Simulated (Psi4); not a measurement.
CH₅BrOSi (SMILES CO[SiH2]Br), singlet, at a GFN2-xTB geometry; CAM-B3LYP/STO-3G (Psi4).

Psi4 was given this input:
```
memory 2 GB

molecule {
0 1
Si    0.42383800   -0.16178384    1.07892321
Br    0.64606370    0.21487099   -1.09128836
O    -1.08734728   -0.61952024    1.37701087
C    -2.31378265   -0.05306807    1.02413197
H     1.16486580   -1.34875523    1.43180951
H     0.79769034    1.10256778    1.69368406
H    -2.49543228    0.85730642    1.59987985
H    -3.09389354   -0.78142171    1.24555787
H    -2.33771751    0.18936199   -0.04164272
}

set {
  basis sto-3g
}

energy('cam-b3lyp')
print_variables()
```

What the program printed (banner, timings and long lists left out):

```
   => Loading Basis Set <=

    Name: STO-3G
    Role: ORBITAL
    Keyword: BASIS

         ---------------------------------------------------------
                                   SCF
               by Justin Turney, Rob Parrish, Andy Simmonett
                          and Daniel G. A. Smith
                              RKS Reference
         ---------------------------------------------------------

  ==> Geometry <==

    Molecular point group: c1
    Full point group: C1

    Geometry (in Angstrom), charge = 0, multiplicity = 1:

       Center              X                  Y                   Z               Mass
    ------------   -----------------  -----------------  -----------------  -----------------
         SI           0.340400297891    -0.175392604391     1.190745873394    27.976926534650
         BR           0.562625997891     0.201262225609    -0.979465696606    78.918337600000
         O           -1.170784982109    -0.633129004391     1.488833533394    15.994914619570
         C           -2.397220352109    -0.066676834391     1.135954633394    12.000000000000
         H            1.081428097891    -1.362363994391     1.543632173394     1.007825032230
         H            0.714252637891     1.088959015609     1.805506723394     1.007825032230
         H           -2.578869982109     0.843697655609     1.711702513394     1.007825032230
         H           -3.177331242109    -0.795030474391     1.357380533394     1.007825032230
         H           -2.421155212109     0.175753225609     0.070179943394     1.007825032230

  Running in c1 symmetry.

  Rotational constants: A =      0.24692  B =      0.06154  C =      0.05131 [cm^-1]
  Rotational constants: A =   7402.48597  B =   1844.83443  C =   1538.24404 [MHz]
  Nuclear repulsion =  332.281491944745255

  Charge       = 0
  Multiplicity = 1
  Electrons    = 68
  Nalpha       = 34
  Nbeta        = 34

  ==> Algorithm <==

  SCF Algorithm Type is DF.
  DIIS enabled.
  MOM disabled.
  Fractional occupation disabled.
  Guess Type is SAD.
  Energy threshold   = 1.00e-06
  Density threshold  = 1.00e-06
  Integral threshold = 1.00e-12

  ==> Primary Basis <==

  Basis Set: STO-3G
    Blend: STO-3G
    Number of shells: 24
    Number of basis functions: 42
    Number of Cartesian functions: 43
    Spherical Harmonics?: true
    Max angular momentum: 2

  ==> DFT Potential <==

   => LibXC <=

    Version 7.1.2
    S. Lehtola, C. Steigemann, M. J. T. Oliveira, and M. A. L. Marques,  SoftwareX 7, 1–5 (2018) (10.1016/j.softx.2017.11.002)

   => Composite Functional: CAM-B3LYP <=

    CAM-B3LYP Hyb-GGA Exchange-Correlation Functional

    T. Yanai, D. P. Tew, and N. C. Handy,  Chem. Phys. Lett. 393, 51 (2004) (10.1016/j.cplett.2004.06.011)

    Deriv               =              1
    GGA                 =           TRUE
    Meta                =          FALSE

    Exchange Hybrid     =           TRUE
    MP2 Hybrid          =          FALSE

   => Exchange Functionals <=

    0.3500         Becke 88 [omega = 0.3300]
    0.4600   Short-range recipe for B88 functional - erf [omega = 0.3300]

   => Exact (HF) Exchange <=

    0.4600            HF,LR [omega = 0.3300]
    0.1900               HF

   => Correlation Functionals <=

    0.1900   Vosko, Wilk & Nusair (VWN5)
    0.8100   Lee, Yang & Parr

   => LibXC Density Thresholds  <==

    XC_HYB_GGA_XC_CAM_B3LYP:  1.00E-14

   => Molecular Quadrature <=

    Radial Scheme          =       TREUTLER
    Pruning Scheme         =           NONE
    Nuclear Scheme         =       TREUTLER

    Blocking Scheme        =         OCTREE
    BS radius alpha        =              1
    Pruning alpha          =              1
    Radial Points          =             75
    Spherical Points       =            302
    Total Points           =         190247
    Total Blocks           =           1475
    Max Points             =            256
    Max Functions          =             39
    Weights Tolerance      =       1.00E-15

   => Loading Basis Set <=

    Name: (STO-3G AUX)
    Role: JKFIT
    Keyword: DF_BASIS_SCF

  ==> Integral Setup <==

  SCF_SUBTYPE=INCORE selected. In-core MEM_DF algorithm will be used.
  Using in-core AOs.

  ==> MemDFJK: Density-Fitted J/K Matrices <==

    J tasked:                   Yes
    K tasked:                   Yes
    wK tasked:                  Yes
    Omega:                3.300E-01
    Algorithm:                 Core
    Schwarz Cutoff:           1E-12
    Mask sparsity (%):       6.6893
    Fitting Condition:        1E-10

   => Auxiliary Basis Set <=

  Basis Set: (STO-3G AUX)
    Blend: DEF2-UNIVERSAL-JKFIT
    Number of shells: 178
    Number of basis functions: 636
    Number of Cartesian functions: 808
    Spherical Harmonics?: true
    Max angular momentum: 5

  Minimum eigenvalue in the overlap matrix is 2.2944048607E-01.
  Reciprocal condition number of the overlap matrix is 1.0197420609E-01.
    Using symmetric orthogonalization.

  ==> Pre-Iterations <==

  SCF Guess: Superposition of Atomic Densities via on-the-fly atomic UHF (no occupation information).

   -------------------------
    Irrep   Nso     Nmo
   -------------------------
     A         42      42
   -------------------------
    Total      42      42
   -------------------------

  ==> Iterations <==

                           Total Energy        Delta E     RMS |[F,P]|

   @DF-RKS iter SAD: -2944.14044828558872   -2.94414e+03   0.00000e+00
   @DF-RKS iter   1: -2946.88249979583179   -2.74205e+00   8.38160e-03 ADIIS/DIIS
   @DF-RKS iter   2: -2946.96263616249780   -8.01364e-02   4.98101e-03 ADIIS/DIIS
   @DF-RKS iter   3: -2946.98932036127690   -2.66842e-02   8.61205e-04 ADIIS/DIIS
   @DF-RKS iter   4: -2946.99016795656917   -8.47595e-04   1.62218e-04 ADIIS/DIIS
   @DF-RKS iter   5: -2946.99020264262708   -3.46861e-05   1.06124e-05 DIIS
   @DF-RKS iter   6: -2946.99020292784962   -2.85223e-07   3.72515e-06 DIIS
   @DF-RKS iter   7: -2946.99020294948468   -2.16351e-08   8.08081e-07 DIIS
  Energy and wave function converged.

  ==> Post-Iterations <==

   Electrons on quadrature grid:
      Ntotal   =   68.0000165575 ; deviation = 1.656e-05

    Orbital Energies [Eh]
    ---------------------

    Doubly Occupied:

       1A   -477.284669     2A    -65.514138     3A    -60.377672
       4A    -55.560300     5A    -55.556475     6A    -55.556341
       7A    -18.913084     8A    -10.140216     9A     -7.967460
      10A     -5.936539    11A     -5.919840    12A     -5.919270
      13A     -5.237395    14A     -3.539812    15A     -3.537571
      16A     -3.536168    17A     -1.641247    18A     -1.636748
      19A     -1.636359    20A     -1.625183    21A     -1.625172
      22A     -1.037415    23A     -0.743927    24A     -0.711421
      25A     -0.563159    26A     -0.487951    27A     -0.485636
      28A     -0.453055    29A     -0.403950    30A     -0.343450
      31A     -0.252230    32A     -0.232498    33A     -0.228122
      34A     -0.223763

    Virtual:

      35A      0.241377    36A      0.308980    37A      0.344416
      38A      0.422661    39A      0.496974    40A      0.513716
      41A      0.522963    42A      0.576916

    Final Occupation by Irrep:
              A
    DOCC [    34 ]
    NA   [    34 ]
    NB   [    34 ]

  @DF-RKS Final Energy: -2946.99020294948468

   => Energetics <=

    Nuclear Repulsion Energy =            332.2814919447452553
    One-Electron Energy =               -4780.4025319983375084
    Two-Electron Energy =                1600.5557868942485129
    DFT Exchange-Correlation Energy =     -99.4249497901415111
    Empirical Dispersion Energy =           0.0000000000000000
    VV10 Nonlocal Energy =                  0.0000000000000000
    Total Energy =                      -2946.9902029494846829

Computation Completed

Properties will be evaluated at   0.000000,   0.000000,   0.000000 [a0]

Properties computed using the SCF density matrix

 Multipole Moments:

 ------------------------------------------------------------------------------------
     Multipole            Electronic (a.u.)      Nuclear  (a.u.)        Total (a.u.)
 ------------------------------------------------------------------------------------

 L = 1.  Multiply by 2.5417464519 to convert [e a0] to [Debye]
 Dipole X            :         10.5177788          -10.7218593           -0.2040804
 Dipole Y            :          1.9005745           -1.7487453            0.1518292
 Dipole Z            :        -13.6046367           14.3693656            0.7647289
 Magnitude           :                                                    0.8059226

 ------------------------------------------------------------------------------------

  Variable Map:
  ----------------------------------------------------------------------------
  "CURRENT ENERGY"              =>   -2946.990202949485
  "CURRENT REFERENCE ENERGY"    =>   -2946.990202949485
  "DD SOLVATION ENERGY"         =>       0.000000000000
  "DFT FUNCTIONAL TOTAL ENERGY" =>   -2946.990202949485
  "DFT TOTAL ENERGY"            =>   -2946.990202949485
  "DFT VV10 ENERGY"             =>       0.000000000000
  "DFT XC ENERGY"               =>     -99.424949790142
  "GRID ELECTRONS ALPHA"        =>      34.000008278742
  "GRID ELECTRONS BETA"         =>      34.000008278742
  "GRID ELECTRONS TOTAL"        =>      68.000016557485
  "NUCLEAR REPULSION ENERGY"    =>     332.281491944745
  "ONE-ELECTRON ENERGY"         =>   -4780.402531998338
  "PCM POLARIZATION ENERGY"     =>       0.000000000000
  "PE ENERGY"                   =>       0.000000000000
  "SCF ITERATION ENERGY"        =>   -2946.990202949485
  "SCF ITERATIONS"              =>       7.000000000000
  "SCF TOTAL ENERGY"            =>   -2946.990202949485
  "TWO-ELECTRON ENERGY"         =>    1600.555786894249
  "XC GRID RADIAL POINTS"       =>      75.000000000000
  "XC GRID SPHERICAL POINTS"    =>     302.000000000000
  "XC GRID TOTAL POINTS"        =>  190247.000000000000

  Array Variable Map:
  ----------------------------------------------------------------------------
  "CURRENT DIPOLE"              =>      -0.204080431420 ... 0.764728909483 1 by 3
  "SCF DIPOLE"                  =>      -0.204080431420 ... 0.764728909483 1 by 3
  "SCF TOTAL ENERGIES"          =>   -2944.140448285589 ... -2946.990202949485 1 by 8
```
